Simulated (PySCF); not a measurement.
**Computed spin Hamiltonian**

C₂H₅O₄Si (doublet state).
Cartesian coordinates in Å at the GFN2-xTB level; atoms count from 1:
```
atom  x, y, z in Å
C1    -2.3179   -0.4227    0.1452
O2    -0.9196   -0.6765    0.1742
C3    -0.1218    0.3938    0.2976
O4    -0.5307    1.5353    0.3910
Si5    1.6794   -0.0609    0.6361
O6     2.2349   -1.4295   -0.0089
O7     2.6899    1.1307    0.1576
H8    -2.6066    0.1885    1.0027
H9    -2.8057   -1.3932    0.1814
H10   -2.5882    0.1068   -0.7709
H11    2.8282   -1.4191   -0.7627
H12    2.4594    2.0462    0.2954
```

The hyperfine couplings belong to this conformer and change with its torsions.

Identity: `COC(=O)[Si](O)O` [radical].

Computed, not measured: UKS B3LYP, pcH-1 on C H O Si, non-relativistic, mean-field spin-orbit, GIAO in PySCF. Geometry: GFN2-xTB, one conformer, isolated molecule. A GFN2-xTB geometry isn't a minimum of the functional, and hyperfine couplings can be far from their values at a DFT geometry, by a factor of two or more for some ions and for spin on atoms past the first row. Stability of the SCF solution: not tested.

| Property | Result |
| --- | --- |
| g1, g2, g3 | 2.00135, 2.00201, 2.00260 |
| g_iso | 2.00199 |
| Form of g | rhombic: the two nearest values differ by 47 % of g3 − g1 |
| ⟨S²⟩ | 0.7539 (exact 0.7500) |
| HOMO–LUMO gap, α and β orbitals | 4.69, 5.22 eV |
| Basis functions | 235 |

Isotropic coupling and dipolar principal values T1 to T3, in MHz; ρ(0) is the spin density at the nucleus:

| atom | isotope | a_iso | of which spin–orbit | T1 | T2 | T3 | Mulliken spin population | ρ(0) (bohr⁻³) |
| --- | --- | --- | --- | --- | --- | --- | --- | --- |
| C1 | 13C | 1.5 | 0.0 | -0.8 | -0.7 | 1.5 | 0.01 | 0.0013 |
| O2 | 17O | -13.6 | 0.0 | -8.7 | 3.1 | 5.5 | 0.01 | 0.0225 |
| C3 | 13C | 149.7 | -0.1 | -13.5 | -9.4 | 23.0 | 0.07 | 0.1333 |
| O4 | 17O | -4.4 | 0.0 | -27.2 | 9.7 | 17.5 | 0.06 | 0.0073 |
| Si5 | 29Si | -700.5 | 0.9 | -129.3 | 62.7 | 66.6 | 0.75 | 0.7892 |
| O6 | 17O | -79.0 | 0.0 | -15.4 | 6.9 | 8.6 | 0.03 | 0.1303 |
| O7 | 17O | -29.1 | 0.0 | -30.8 | 14.7 | 16.1 | 0.06 | 0.0479 |
| H8 | 1H | 1.5 | 0.0 | -1.3 | -0.7 | 2.0 | 0.00 | 0.0003 |
| H9 | 1H | 0.7 | 0.0 | -1.1 | -0.6 | 1.7 | 0.00 | 0.0002 |
| H10 | 1H | 0.6 | 0.0 | -1.2 | -1.0 | 2.2 | 0.00 | 0.0001 |
| H11 | 1H | 29.3 | 0.0 | -4.8 | -2.8 | 7.6 | 0.02 | 0.0065 |
| H12 | 1H | -6.2 | 0.0 | -8.0 | -3.8 | 11.8 | 0.00 | -0.0014 |

The Mulliken spin populations are largest on Si5 (+0.75), C3 (+0.07) and O7 (+0.06). Si5 is the only atom above +0.15. The angles at Si5 add up to 335.5°, so it is pyramidal.

Under fast tumbling the dipolar parts average out, and these isotropic splittings remain: 2 × 1H (H11/H12, I = 1/2, 3 lines) with 0.41 mT and 3 × 1H (H8/H9/H10, I = 1/2, 4 lines) with 0.03 mT.

Means are taken over nuclei equivalent by connectivity, which assumes that they swap fast. The 1H value of +11.5 MHz is a mean of couplings from -6.2 to 29.3 MHz in this one geometry, not an average over conformers.

The 13C coupling of C3 (149.7 MHz) shows only in satellite lines or after enrichment, since that isotope makes up about 1.07 % of natural carbon.

The 29Si coupling of Si5 (-700.5 MHz) shows only in satellite lines or after enrichment, since that isotope makes up about 4.7 % of natural silicon.
